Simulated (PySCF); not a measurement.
Constitutional and geometric isomers with formula H2B3N. Gas-phase values, no solvent. One relaxed conformer stands for each flexible species; it need not be the lowest. Strings in code marks are SMILES.

The HOMO from two functionals at the same geometries (B3LYP-D3(BJ)/def2-TZVP), both in PySCF: PBE-D3(BJ)/def2-TZVP and ωB97X-D3(BJ)/def2-TZVP. 

| species | PBE-D3(BJ)/def2-TZVP (eV) | ωB97X-D3(BJ)/def2-TZVP (eV) |
|---|---|---|
| `NB1B=B1` | -5.90 | -9.20 |
| `B=BB=N` | -4.98 | -8.26 |
| `B=BN=B` | -4.17 | -7.04 |

Over these rows, drawn at random from the members with no instability flagged (it was tested for open shells, ions and some series alone), PBE minus ωB97X-D3(BJ): mean +3.15 eV, from +2.87 eV to +3.30 eV.
